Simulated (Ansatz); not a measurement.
Reaction (ligand exchange at the Al–C bond): `F[CH2][AlH2]` + `C[Si](O)(F)Cl` → `C[Si](F)(Cl)[O][AlH2]` + `CF`

Gas-phase electronic energies from Ansatz, PBE0-D4/def2-TZVP geometries. CCSD(T)/CBS adds triple-zeta CCSD(T) − MP2 to the extrapolated MP2 energy (def2 sets, frozen cores). This one scheme is used for every species. Functionals use def2-TZVPP. Each species was taken in one conformer, which may not be the lowest.

`F[CH2][AlH2]`:

Cartesian coordinates in Å:
```
F 0.047 1.550 -1.089
C -0.204 0.200 -0.829
Al 0.241 -0.306 1.033
H 0.367 -0.392 -1.557
H -1.261 0.007 -1.059
H 0.811 0.761 2.054
H 0.000 -1.820 1.449
```

`C[Si](O)(F)Cl`:

Cartesian coordinates in Å:
```
C -0.914 -0.133 0.876
Si 0.333 0.293 -0.399
O 1.485 -0.851 -0.428
F 0.984 1.710 -0.081
Cl -0.506 0.491 -2.258
H -1.396 -1.082 0.637
H -1.681 0.642 0.935
H -0.434 -0.223 1.853
H 2.131 -0.845 -1.136
```

`C[Si](F)(Cl)[O][AlH2]`:

Z-matrix (Å, degrees):
```
C
Si 1 1.838
H 1 1.092 2 110.4
H 1 1.091 2 110.7 3 120.2
H 1 1.093 2 110.1 3 -119.7
F 2 1.592 1 109.3 3 -178.3
Cl 2 2.052 1 110.3 3 -62.0
O 2 1.603 1 112.8 3 60.6
Al 8 1.696 2 157.7 1 -167.9
H 9 1.577 8 118.8 2 -4.9
H 9 1.577 8 116.1 2 175.3
```

`CF`:

Cartesian coordinates in Å:
```
C -0.032 0.045 0.026
F 0.681 -0.978 -0.557
H 0.138 0.030 1.105
H -1.094 -0.095 -0.185
H 0.307 0.998 -0.389
```

CCSD(T)/CBS gives -46.3 kcal/mol.

Problem. Another level gave -44.7 kcal/mol. Which?
A. HF/def2-TZVPP
B. ωB97M-V/def2-TZVPP
C. SCS-MP2/def2-TZVPP
D. PBE-D4/def2-TZVPP

Solution. B. ωB97M-V -44.7, SCS-MP2/def2-TZVPP -48.1, HF/def2-TZVPP -50.2, PBE-D4 -41.7 kcal/mol.

Largest T1 diagnostic among the species: 0.011.

From PBE to PBE0 (25 % exact exchange), in def2-TZVPP and without D4, ΔE moves by −1.9 kcal/mol. In def2-TZVPP, CCSD(T) changes the Hartree–Fock value by +3.5 kcal/mol (the triples alone add +0.5 kcal/mol) and MP2 by +2.4 kcal/mol.
